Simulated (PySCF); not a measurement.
A species of formula C3H5NSe has this rotational fingerprint, computed with PBE0-D3(BJ)/def2-SVP geometry optimisation, gas phase (PySCF):

- Rotational constants: A = 6358, B = 1994, C = 1669 MHz
- Dipole components: |μa| = 2.35 D, |μb| = 0.57 D, |μc| = 1.88 D
- Inertial defect: -30.13 u·Å²
- κ: -0.86

Question: Which candidate fits, each taken in the one conformer that was computed?
A. `[CH3:1][Se:2][CH2:3][C:4]#[N:5]` with C1–Se2–C3–C4 -58°
B. `[N:1]#[C:2][CH2:3][CH2:4][SeH:5]` with C2–C3–C4–Se5 -177°, C3–C4–Se5–H -68°

Answer: A. It is C[Se]CC#N, an asymmetric top, point group C1. The candidates at the same level (rigid rotor, commonest isotopes):

```
    SMILES  A (MHz)  B (MHz)  C (MHz)  μa (D)  μb (D)  μc (D)  Δ (u·Å²)  point group           rotor
 C[Se]CC#N     6358     1994     1669    2.35    0.57    1.88    -30.13           C1  asymmetric top
N#CCC[SeH]    24528    995.2    974.5    2.65    0.98    0.58     -9.84            –               –
```

`N#CCC[SeH]` has A 286 % too high. No structure here is proved a minimum.
